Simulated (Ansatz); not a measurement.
A nudged elastic band was laid between two geometries of CH₅GeNOS (10 atoms, charge 0, multiplicity 1).

The calculation used RKS PBE0-D4/def2-mTZVP (Ansatz 0.2.0).

```yaml
movable_images: 5
climbing_image: yes
spring: 5.0 eV/Å²
optimiser: quadratic models (default)
start_path: IDPP
force_threshold: 0.05 eV/Å
iteration_limit: 50
end_points: relaxed
```

First end point:

```xyz
10
Properties=species:S:1:pos:R:3
O 0.440 -1.561 0.498
C 0.310 -0.439 0.933
S 0.621 -0.019 2.667
N -0.078 0.611 0.177
Ge -0.429 0.308 -1.636
H 0.951 -1.287 2.983
H -0.165 1.519 0.610
H 0.847 -0.193 -2.315
H -0.831 1.699 -2.152
H -1.583 -0.689 -1.761
```

Last end point:

```xyz
10
Properties=species:S:1:pos:R:3
O -1.259 -0.682 0.888
C -0.160 -0.196 1.041
S 0.611 -0.015 2.669
N 0.598 0.262 0.022
Ge -0.091 0.133 -1.713
H -0.443 -0.566 3.304
H 1.504 0.658 0.226
H 1.024 0.738 -2.580
H -1.378 0.957 -1.803
H -0.323 -1.342 -2.051
```

(1) What changes between the two ends?

(2) What energy profile does the band end with?

(3) What is the geometry of the highest image?

(4) What are the harmonic wavenumbers there?

## Answers

(1) No bond is made or broken. The dihedral C2–N4–Ge5–H10 goes from 62 to -61°. The two ends are copies of one structure, up to a mirror image or an exchange of like atoms.

(2) The run converged. The highest image is number 3 of 0 to 6, 0.086 eV above the ends, which have the same energy within 2 meV. A vibrational analysis at the climbing image gives one clearly imaginary mode, 123i cm⁻¹: a first-order saddle point.

```
image  path coordinate (Å)  energy (eV)  dihedral C2–N4–Ge5–H10 (°)
    0                 0.00        0.000                          62
    1                 0.64        0.024                          42
    2                 1.27        0.067                          22
    3                 1.91        0.086                           0
    4                 2.55        0.067                         -22
    5                 3.18        0.024                         -42
    6                 3.82        0.000                         -61
```

(3) 
```xyz
10
Properties=species:S:1:pos:R:3
O -0.551 -1.480 0.861
C 0.026 -0.433 1.026
S 0.660 0.073 2.654
N 0.277 0.488 0.064
Ge -0.243 0.278 -1.722
H 0.218 -1.053 3.249
H 0.771 1.322 0.351
H 1.037 0.345 -2.568
H -1.152 1.469 -2.062
H -0.959 -1.059 -1.850
```

(4) 123i, 84, 162, 231, 257, 444, 484, 568, 638, 682, 686, 833, 857, 873, 891, 918, 1201, 1449, 1810, 2173, 2174, 2249, 2718, 3624 cm⁻¹.

The run took 2.8 min on 2 threads of Arm Neoverse V1, with other jobs on the host, peak memory 0.35 GiB.
